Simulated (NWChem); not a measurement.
System: BeBrF; SMILES [Be]([Br])[F]

The following NWChem deck was run.

```
start job
memory heap 200 mb stack 900 mb global 1100 mb
geometry units angstroms noautosym nocenter noautoz
  Be     0.000000     0.000000     1.156386
  F      0.000000     0.000000     2.542201
  Br     0.000000     0.000000    -0.794495
end
basis spherical
  * library 6-31g*
end
dft
  xc b3lyp
  iterations 150
end
property
  response 1 0.0773
end
task dft property
```

Excerpt of the output:

```
             Northwest Computational Chemistry Package (NWChem) 7.3.0
             --------------------------------------------------------

                             Geometry "geometry" -> ""
                             -------------------------

 Output coordinates in angstroms (scale by  1.889725989 to convert to a.u.)

  No.       Tag          Charge          X              Y              Z
 ---- ---------------- ---------- -------------- -------------- --------------
    1 Be                   4.0000     0.00000000     0.00000000     1.15638600
    2 F                    9.0000     0.00000000     0.00000000     2.54220100
    3 Br                  35.0000     0.00000000     0.00000000    -0.79449500

 Effective nuclear repulsion energy (a.u.)     101.6786078570

                              NWChem Property Module
                              ----------------------

                                 NWChem DFT Module
                                 -----------------

 Summary of "ao basis" -> "ao basis" (spherical)
 ------------------------------------------------------------------------------
       Tag                 Description            Shells   Functions and Types
 ---------------- ------------------------------  ------  ---------------------
 Be                          6-31g*                  6       14   3s2p1d
 F                           6-31g*                  6       14   3s2p1d
 Br                          6-31g*                 12       32   5s4p3d

            General Information
            -------------------
          SCF calculation type: DFT
          Wavefunction type:  closed shell.
          No. of atoms     :     3
          No. of electrons :    48
           Alpha electrons :    24
            Beta electrons :    24
          Charge           :     0
          Spin multiplicity:     1
          Use of symmetry is: off; symmetry adaption is: off
          Maximum number of iterations: 150
          AO basis - number of functions:    60
                     number of shells:    24
          Convergence on energy requested:  1.00D-06
          Convergence on density requested:  1.00D-05
          Convergence on gradient requested:  5.00D-04

              XC Information
              --------------
                         B3LYP Method XC Potential
                     Hartree-Fock (Exact) Exchange  0.200
                        Slater Exchange Functional  0.800 local
                    Becke 1988 Exchange Functional  0.720 non-local
              Lee-Yang-Parr Correlation Functional  0.810
                  VWN I RPA Correlation Functional  0.190 local

             Grid Information
             ----------------
          Grid used for XC integration:  medium
          Radial quadrature: Mura-Knowles
          Angular quadrature: Lebedev.
          Tag              B.-S. Rad. Rad. Pts. Rad. Cut. Ang. Pts.
          ---              ---------- --------- --------- ---------
          Be                  1.05       49           8.0       434
          F                   0.50       49          10.0       434
          Br                  1.15      112           8.0       590
          Grid pruning is: on
          Number of quadrature shells:   210
          Spatial weights used:  Erf1

      Superposition of Atomic Density Guess
      -------------------------------------

 Sum of atomic energies:       -2686.02637459

      Non-variational initial energy
      ------------------------------

 Total energy =   -2686.434544
 1-e energy   =   -3941.517933
 2-e energy   =    1153.404780
 HOMO         =      -0.418748
 LUMO         =      -0.002727

   convergence    iter        energy       DeltaE   RMS-Dens  Diis-err
 ---------------- ----- ----------------- --------- --------- ---------
 d= 0,ls=0.0,diis     1  -2688.5461400673 -2.79D+03  1.86D-02  5.84D-01
 d= 0,ls=0.0,diis     2  -2688.4718478034  7.43D-02  1.00D-02  1.70D+00
 d= 0,ls=0.0,diis     3  -2688.6172393230 -1.45D-01  1.72D-03  1.62D-02
 d= 0,ls=0.0,diis     4  -2688.6181564435 -9.17D-04  8.87D-04  3.72D-03
 d= 0,ls=0.0,diis     5  -2688.6186198251 -4.63D-04  2.16D-04  1.10D-04
  Resetting Diis
 d= 0,ls=0.0,diis     6  -2688.6186377605 -1.79D-05  2.57D-05  2.81D-06
 d= 0,ls=0.0,diis     7  -2688.6186380536 -2.93D-07  8.47D-06  1.71D-07

         Total DFT energy =    -2688.618638053585
      One electron energy =    -3943.514006951591
           Coulomb energy =     1257.996007728349
    Exchange-Corr. energy =     -104.779246687334
 Nuclear repulsion energy =      101.678607856991

 Numeric. integr. density =       48.000000851070

                       DFT Final Molecular Orbital Analysis
                       ------------------------------------

[...]

 DFT Linear Response polarizability / au
 Frequency  =       0.0773000 / au
 Wavelength =     589.4353558 / nm
              X              Y              Z
 -----------------------------------------------
 X      19.6742730     -0.0000001      0.0000001
 Y      -0.0000001     19.6742730     -0.0000004
 Z       0.0000001     -0.0000004     38.3377497
 -----------------------------------------------
 Eigenvalues =      19.6742731     19.6742729     38.3377497
 Isotropic   =      25.8954319
 Anisotropic =      18.6634766
 -----------------------------------------------

 Magnetic Dipole Response Matrix (nonzero elements):

 Exiting AOResponse driver routine
```

Level: B3LYP/6-31G* (spherical d). Coordinates come from a PBE0/def2-SVP optimisation.
